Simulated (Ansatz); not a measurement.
Geometry optimisation, RKS PBE0-D4/def2-SVP in Ansatz 0.2.0.

input.yaml

```yaml
crystal:
  periodic: [false, false, false]
  atoms:
    - { symbol: Zr, position_ang: [-0.13999, -0.097845, -0.056802] }
    - { symbol: O, position_ang: [-0.298627, -0.020452, 1.950046] }
    - { symbol: H, position_ang: [-0.85753, -0.480372, 2.581315] }
    - { symbol: F, position_ang: [1.66884, -0.157258, -0.623398] }
    - { symbol: Cl, position_ang: [-1.464162, 1.552314, -1.080458] }
    - { symbol: F, position_ang: [-0.926214, -1.737377, -0.565673] }
    - { symbol: S, position_ang: [1.347336, 2.904631, 1.611019] }
    - { symbol: H, position_ang: [2.54797, 2.294681, 1.674431] }
    - { symbol: H, position_ang: [0.736878, 1.894979, 2.325621] }
basis:
  gaussian: { orbitals: def2-SVP }
hamiltonian:
  xc: pbe0
  dispersion: d4
relax:
  f_tol: 0.03
  max_steps: 50
```

Run as:

```bash
$ ansatz run input.yaml --threads 4 --pin off --max-ram 5120MiB --backend cpu --events-out ev --progress --plain --runs-dir out
```

Problem. Where does it end, and by what steps?

Solution. The forces met the threshold. The force dipped under the threshold on the way, but the program's further checks kept it going. After 24 steps the energy has fallen by 0.350 eV; H9 moved furthest, 1.06 Å. Joined: Zr1–S7 (3.74 → 2.96 Å).

| step | energy less start (eV) | largest force component (eV/Å) | accepted |
| --- | --- | --- | --- |
| 0 | 0.0000 | 1.780 | yes |
| 1 | -0.1339 | 0.557 | yes |
| 2 | -0.2181 | 0.512 | yes |
| 3 | -0.2649 | 0.763 | yes |
| 4 | -0.3042 | 0.172 | yes |
| 5 | -0.2970 | 0.280 | no |
| 6 | -0.3147 | 0.129 | yes |
| 7 | -0.3187 | 0.112 | yes |
| 8 | -0.3230 | 0.067 | yes |
| 9 | -0.3251 | 0.401 | yes |
| 10 | -0.3317 | 0.153 | yes |
| 11 | -0.3325 | 0.139 | yes |
| 12 | -0.3309 | 0.606 | no |
| 13 | -0.3361 | 0.097 | yes |
| 14 | -0.3380 | 0.222 | yes |
| 15 | -0.3415 | 0.122 | yes |
| 16 | -0.3429 | 0.335 | yes |
| 17 | -0.3440 | 0.313 | yes |
| 18 | -0.3466 | 0.218 | yes |
| 19 | -0.3477 | 0.071 | yes |
| 20 | -0.3491 | 0.068 | yes |
| 21 | -0.3498 | 0.085 | yes |
| 22 | -0.3501 | 0.039 | yes |
| 23 | -0.3502 | 0.019 | yes |
| 24 | -0.3502 | 0.020 | yes |

```xyz
9
Properties=species:S:1:pos:R:3
Zr -0.052 0.037 0.090
O -0.290 -0.357 1.943
H -0.576 -0.821 2.730
F 1.743 -0.210 -0.526
Cl -1.403 1.837 -0.708
F -0.890 -1.439 -0.763
S 1.412 2.411 1.069
H 2.174 1.838 2.027
H 0.496 2.859 1.953
```

Whether the end is a true minimum wasn't checked by a vibrational analysis.

Time of the run: 58 s on 4 threads of Arm Neoverse V2 (shared host), peak memory 0.33 GiB.
